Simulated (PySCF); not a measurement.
## Calculated data, BH4O2Si

Calculation on a computer-drawn molecule: the log of a Hartree-Fock and frozen-core CCSD(T) single point meant for a local Hartree-Fock minimum, with one planted fault or none, to be diagnosed. Offsets are logged minus clean, where the clean run is the same molecule without the fault. The reference is restricted for singlets and unrestricted otherwise, and also for a bond in bohr or an excited solution. Adding or removing an electron swaps singlet and doublet. The excited solution moves the top pair (singlet) or top alpha electron (doublet) to the lowest empty orbital. Highest occupied and lowest empty are orbital energies over both spins, largest force is the largest gradient component, triples share is (T) over the correlation energy, the T1 limit is 0.02 restricted and 0.045 unrestricted, electrons count all cores, a negative frequency is imaginary (commonest isotopes), and the dipole is about the centre of nuclear charge. Program: PySCF 2.14.0.

```xyz
8
formula=BH4O2Si meant_charge=1 meant_multiplicity=1 meant_basis=cc-pV(D+d)Z logged_electrons=38 logged_basis_functions=85 logged_SCF_converged=yes logged_spin_squared=0 logged_highest_occupied=-18.374 logged_lowest_empty=-5.08 logged_largest_force=2.338e-05 logged_lowest_frequency=-133.79 logged_T1_diagnostic=0.014957 logged_D1_diagnostic=0.05525 logged_triples_share=0.022882 logged_CC_converged=yes logged_dipole_magnitude=1.3453 logged_SCF_stable_within_its_kind=yes logged_energy_HF=-465.48304 logged_energy_CCSD(T)=-466.05334 possible_faults=no_fault,one_electron_removed,one_electron_added,multiplicity_raised_by_two,geometry_at_a_saddle_point,SCF_held_on_an_excited_solution,minimal_basis_STO-3G,one_bond_length_entered_in_bohr,all_coordinates_scaled
B     -1.7608     0.0000     0.0000
Si     0.2884     0.0000     0.0000
O      1.0564    -1.3692     0.0000
O      1.0564     1.3692     0.0000
H     -2.2958     1.0576     0.0000
H     -2.2958    -1.0576     0.0000
H      1.9755    -1.6119     0.0000
H      1.9755     1.6119     0.0000
```

Units: logged_highest_occupied, logged_lowest_empty in eV; logged_largest_force in hartree/bohr; logged_lowest_frequency in cm⁻¹; logged_dipole_magnitude in debye; logged_energy_HF, logged_energy_CCSD(T) in hartree.

Drawn bonds:
```csv
atom,other atom,order
1,2,1
2,3,1
2,4,1
1,5,1
1,6,1
3,7,1
4,8,1
```

Q: Give the missing planted fault for BH4O2Si.
A: geometry at a saddle point

Further results for BH4O2Si:

* HF energy offset from clean run: 0.9896 kcal/mol
* CCSD(T) energy offset from clean run: 0.9399 kcal/mol
